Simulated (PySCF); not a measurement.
Cartesian coordinates in Å; atom numbers follow the order of the lines, from 1:
```xyz
18

C     3.182   -2.123   -0.428
C     2.299   -1.188   -0.487
C     1.409   -0.220   -0.559
C     0.169   -0.283    0.125
C    -0.885   -0.333    0.702
C    -2.166   -0.354    1.377
C    -2.966    0.914    1.077
C     1.695    0.982   -1.378
O     2.703    1.165   -2.013
O     0.693    1.874   -1.341
H     3.954   -2.130    0.325
H     3.192   -2.941   -1.131
H    -1.996   -0.444    2.454
H    -2.724   -1.236    1.047
H    -3.931    0.876    1.576
H    -2.426    1.792    1.421
H    -3.129    1.012    0.006
H     0.919    2.643   -1.886
```

PySCF 2.14 calculation with PBE0/pcSseg-1 with gauge-including orbitals and coordinates at the GFN2-xTB level; gas phase, relativity neglected, one conformer, fast rotation and ring inversion assumed for equivalent nuclei.

References, each an isolated molecule treated in the same way: 13C (σ = 186.93 ppm) and 1H (σ = 31.72 ppm) vs TMS; 17O (σ = 336.08 ppm) against H2O.

| atoms | nucleus | count | δ (ppm) |
| --- | --- | --- | --- |
| C6 | 13C | 1 | 16.9 |
| H18 | 1H | 1 | 6.17 |
| C7 | 13C | 1 | ? |
| C8 | 13C | 1 | 170.3 |
| C2 | 13C | 1 | 239.3 |
| C1 | 13C | 1 | ? |
| O9 | 17O | 1 | 423.6 |
| H11/H12 | 1H | 2 | 5.62 |
| H15/H16/H17 | 1H | 3 | 1.32 |
| C4 | 13C | 1 | 76.0 |
| C3 | 13C | 1 | ? |
| C5 | 13C | 1 | ? |
| O10 | 17O | 1 | 216.5 |
| H13/H14 | 1H | 2 | 2.53 |

Problem. Complete the table.

Solution. 
- C5: 109.4 ppm, alkyne carbon
- C3: 91.4 ppm, terminal carbon of a cumulated C=C=C unit
- C1: 84.9 ppm, terminal carbon of a cumulated C=C=C unit
- C7: 16.1 ppm, methyl carbon; aliphatic region, no heteroatom directly attached

OH and NH positions are those of a molecule without intermolecular hydrogen bonds; in solution they move with solvent, concentration and temperature, and exchange usually removes their couplings. Shifts are as computed. Against solution values, carbons near 30 ppm lie about +3 ppm off and those near 130 ppm about +5 ppm. Of 1211 compounds with measured shifts, 218 miss one by over three times the rms of a fit or turn the order of signals round; such compounds aren't used in these exercises. In solution the two oxygens of a carboxylic acid exchange roles by proton transfer and give one 17O line. Hydrogen bonding in solution shields acid and N–H amide carbonyl oxygens by tens of ppm. Hydrogen bonding in solution deshields acid and N–H amide carbonyl carbons by as much as 10 ppm beyond these values. Unscaled 17O shifts of doubly bonded oxygen tend to come out too high, by tens of ppm or more. Experimental scales use liquid or dissolved standards, which lie at an offset from isolated H2O (liquid H2O: subtract about 36 ppm).
